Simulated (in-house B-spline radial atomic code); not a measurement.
Values are calculated unless marked as measured or tabulated.
# Softness against transferability: the 3d channel of Co

Co, [Ar] 3d7 4s2, non-relativistic PBE, spherical and spin-unpolarised, from a B-spline radial code for spherical atoms (atomic units). The all-electron 3d level is ε = -0.312732 hartree and its outer maximum at 0.67 bohr.

Troullier-Martins pseudo-orbitals are made for several radii. The cutoffs (hartree) are the plane-wave energies beyond which the orbital holds less than the named kinetic energy per electron. The phase error is the difference, pseudo minus all-electron, of arctan(R P'/P) at R = 3.11 bohr for all radii, half a hartree below and above the level.

```csv
r_c (bohr),V_l(0) (hartree),cutoff for 10 mEh,for 1 mEh,for 0.1 mEh,phase error at ε − 0.5 (mrad),at ε + 0.5 (mrad)
1.5,-20.54,44.6,53.7,88.2,+0.2,+11.7
1.75,-16.56,35.3,42.7,70.6,+0.4,+25.4
2.01,-13.60,28.6,34.6,56.6,+1.0,+47.9
2.27,-11.43,23.7,28.6,46.5,+2.2,+79.3
2.53,-9.77,20,24.2,38.7,+4.5,+119.1
2.81,-8.39,16.8,20.5,32.6,+9.2,+169.7
```

**Question.** Which radius needs the lowest cutoff for 0.1 mEh while both phase errors stay within 79.4 mrad?

**Answer.** The radii within that limit are 1.5, 1.75, 2.01, 2.27 bohr; of these r_c = 2.27 needs the least, 46.5 hartree, that is 93 Ry or 1265 eV.

**Question.** What does the larger radius buy, and what does it cost?

**Answer.** From r_c = 1.5 to 2.81 bohr the cutoff for 1 mEh goes from 53.7 to 20.5 hartree, a factor of 2.62, against 3.51 for a pure 1/r_c² scaling, end to end; step by step it is 53.7, 42.7, 34.6, 28.6, 24.2, 20.5, and for 0.1 mEh 88.2, 70.6, 56.6, 46.5, 38.7, 32.6; the number of plane waves goes as the cutoff to the power 3/2, here a factor of 4.2. The larger of the two phase errors is least at r_c = 1.5 bohr, 11.7 mrad; it is 11.7 at the smallest radius and 169.7 at the largest. These errors test the reference atom alone. Large radii also let the cores of neighbours overlap, which an atom doesn't show.
